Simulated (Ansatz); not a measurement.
Relaxation of C3H10MgO (15 atoms, charge 0, multiplicity 1), to a largest force component of 0.03 eV/Å in at most 50 steps.

These are results of RKS r2SCAN-D4/def2-SVP (Ansatz 0.2.0), not measurements.

```xyz
15
Properties=species:S:1:pos:R:3
Mg -0.816 0.874 -0.066
C 1.320 0.540 -0.073
C 1.769 -0.717 -0.836
C -2.847 1.303 -0.363
H 0.803 -1.000 1.657
O 0.115 -1.544 2.074
H 1.760 0.543 0.946
H 1.791 1.425 -0.547
H 1.354 -1.643 -0.397
H 1.433 -0.705 -1.887
H 2.868 -0.849 -0.862
H -3.279 0.714 -1.192
H -3.012 2.365 -0.619
H -3.472 1.094 0.524
H 0.214 -2.401 1.641
```

Q: Where does it end, and by what steps?

A: It converged. After 29 steps the energy has fallen by 0.655 eV; O6 moved furthest, 1.66 Å. Joined: Mg1–O6.

```json
{"step": "0", "energy less start (eV)": "0.0000", "largest force component (eV/Å)": "0.318", "accepted": "yes"}
{"step": "2", "energy less start (eV)": "-0.1503", "largest force component (eV/Å)": "1.254", "accepted": "yes"}
{"step": "4", "energy less start (eV)": "-0.4272", "largest force component (eV/Å)": "0.741", "accepted": "yes"}
{"step": "6", "energy less start (eV)": "-0.5098", "largest force component (eV/Å)": "0.756", "accepted": "yes"}
{"step": "8", "energy less start (eV)": "-0.5655", "largest force component (eV/Å)": "0.342", "accepted": "yes"}
{"step": "10", "energy less start (eV)": "-0.5928", "largest force component (eV/Å)": "0.092", "accepted": "yes"}
{"step": "12", "energy less start (eV)": "-0.5968", "largest force component (eV/Å)": "0.094", "accepted": "yes"}
{"step": "14", "energy less start (eV)": "-0.6018", "largest force component (eV/Å)": "0.150", "accepted": "yes"}
{"step": "16", "energy less start (eV)": "-0.6062", "largest force component (eV/Å)": "0.162", "accepted": "yes"}
{"step": "18", "energy less start (eV)": "-0.6123", "largest force component (eV/Å)": "0.126", "accepted": "yes"}
{"step": "20", "energy less start (eV)": "-0.6224", "largest force component (eV/Å)": "0.143", "accepted": "yes"}
{"step": "22", "energy less start (eV)": "-0.6343", "largest force component (eV/Å)": "0.425", "accepted": "yes"}
{"step": "24", "energy less start (eV)": "-0.6499", "largest force component (eV/Å)": "0.144", "accepted": "yes"}
{"step": "26", "energy less start (eV)": "-0.6537", "largest force component (eV/Å)": "0.081", "accepted": "yes"}
{"step": "28", "energy less start (eV)": "-0.6549", "largest force component (eV/Å)": "0.046", "accepted": "yes"}
{"step": "29", "energy less start (eV)": "-0.6551", "largest force component (eV/Å)": "0.014", "accepted": "yes"}
```

```xyz
15
Properties=species:S:1:pos:R:3
Mg -0.685 0.574 -0.002
C 1.397 0.671 -0.511
C 2.172 -0.642 -0.316
C -2.677 1.240 0.242
H 0.279 -1.839 0.486
O -0.597 -1.431 0.583
H 1.902 1.465 0.076
H 1.526 1.000 -1.562
H 2.158 -0.985 0.739
H 1.763 -1.468 -0.933
H 3.245 -0.588 -0.585
H -3.396 0.662 -0.372
H -2.838 2.299 -0.029
H -3.032 1.141 1.286
H -1.216 -2.099 0.900
```

Run time: 2.1 min on 4 threads of Arm Neoverse N1, on a shared host, peak memory 0.2 GiB.
